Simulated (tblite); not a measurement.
Run record: tight-binding relaxation, `CC[C@@H](C[SiH3])[GeH2][CH3]`.

Computed with GFN2-xTB geometry optimisation, gas phase (tblite 0.8.0). Start geometry: from a force field or distance geometry. The command runs a driver script over a list of jobs; the input below is this job's line of settings and its coordinates in Å.

Command:
```bash
OMP_NUM_THREADS=1 python probes_run.py task.json out
```

Input:
```
{"job": {"kind": "relax", "xc": "GFN2-xTB", "basis": "xTB"}, "charge": 0, "multiplicity": 1}
C     -0.687300     2.222600    -0.854600
C     -0.152700     1.282600     0.204000
C      0.412900    -0.039500    -0.378800
C      1.147100    -0.862800     0.667500
Si     2.837900    -0.171300     1.111900
Ge    -1.051200    -1.127400    -1.137000
C     -2.409100    -1.463000     0.206600
H     -1.600800     1.809200    -1.321500
H      0.076000     2.413900    -1.632700
H     -0.973400     3.192100    -0.378400
H     -0.947700     1.056400     0.954500
H      0.658300     1.814200     0.748800
H      1.098000     0.197300    -1.205100
H      1.331700    -1.895400     0.283200
H      0.538500    -0.947700     1.605100
H      2.703000     1.110400     1.829000
H      3.546800    -1.116900     1.978500
H      3.614200     0.021600    -0.128600
H     -0.462300    -2.477000    -1.606500
H     -1.678000    -0.415600    -2.349400
H     -3.180900    -2.141900    -0.203900
H     -2.889100    -0.506800     0.505000
H     -1.936600    -1.928100     1.112700
```

Output:
```
step      E/eV     max force
  0    -612.09791    1.069
  1    -612.19761    0.511
  2    -612.23168    0.388
  3    -612.24504    0.320
  4    -612.25604    0.189
  5    -612.26054    0.172
  6    -612.26634    0.275
  7    -612.27126    0.265
  8    -612.27529    0.138
  9    -612.27764    0.106
... (103 lines left out)
113    -612.30022    0.020
114    -612.30031    0.020
115    -612.30038    0.018
116    -612.30042    0.020
117    -612.30048    0.019
118    -612.30054    0.018
119    -612.30063    0.018
120    -612.30070    0.015
121    -612.30073    0.012
122    -612.30076    0.010
```

«max force» is the largest atomic force in eV/Å.

From which step on does the largest force stay under 0.1 eV/Å, and how much energy is left to gain from there?

From step 10 (0.068 eV/Å), 21.6 meV above the end.

In short: energy lowered by 4.7 kcal/mol over 122 steps; largest atomic force 0.010 eV/Å at the end.

Where do the atoms end?

0.233 Å rms from the input after alignment:
```
atom  x, y, z in Å
C1    -0.7571    2.1397   -0.8258
C2    -0.0030    1.2745    0.1736
C3     0.4600   -0.0469   -0.4290
C4     1.2364   -0.8890    0.5833
Si5    2.8494   -0.1069    1.2211
Ge6   -1.0683   -1.1449   -1.1276
C7    -2.5199   -1.3414    0.1929
H8    -1.6850    1.6554   -1.1285
H9    -0.1530    2.3040   -1.7161
H10   -1.0021    3.1072   -0.3919
H11   -0.6414    1.0720    1.0383
H12    0.8698    1.8264    0.5352
H13    1.1223    0.1774   -1.2714
H14    1.4859   -1.8468    0.1168
H15    0.5855   -1.1236    1.4300
H16    2.5790    0.9333    2.2172
H17    3.6571   -1.1558    1.8480
H18    3.5801    0.4730    0.0919
H19   -0.5423   -2.5185   -1.4785
H20   -1.6477   -0.6206   -2.4233
H21   -3.3042   -1.9879   -0.1899
H22   -2.9612   -0.3766    0.4283
H23   -2.1448   -1.7770    1.1153
```

Time: 0.97 s of wall time. Hardware: one thread, Arm Neoverse V2 (aarch64), shared host.
Labels such as C1 count atoms from 1, the log's own numbers from 0.
